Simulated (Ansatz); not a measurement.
Molecule: GeH4, charge -1, multiplicity 2. 
Coordinates optimised at B3LYP-D3(BJ)/def2-TZVP (Ansatz, a first-principles code):
```
Ge
H 1 1.5910
H 1 1.5910 2 99.01
H 1 1.7582 2 94.43 3 95.21
H 1 1.7582 2 94.43 3 -95.21
```
Charge -1, spin multiplicity 2.

Basis-set convergence of Hartree-Fock and MP2 correlation energies (hartree) with Ansatz. Cores are frozen in the correlated levels unless marked. UHF or UKS for open shells. Spin-orbit coupling is left out. Frozen are the shells of the preceding noble gas and the d and f shells that filled before the atom's block. Non-relativistic.

```csv
basis,functions,E(HF),"E(corr, MP2)"
def2-SVPD,70,-2077.33518,-0.13233
def2-TZVPPD,122,-2077.60258,-0.15621
def2-QZVPPD,227,-2077.64592,-0.16585
```

Extrapolating the two largest sets (X = 3 and 4) as X^-3: E(corr) = (64·(-0.16585) - 27·(-0.15621))/37 = -0.1729 Eh, an estimate of the basis-set limit. The largest set recovers 95.9 % of it, the smallest 76.5 %.
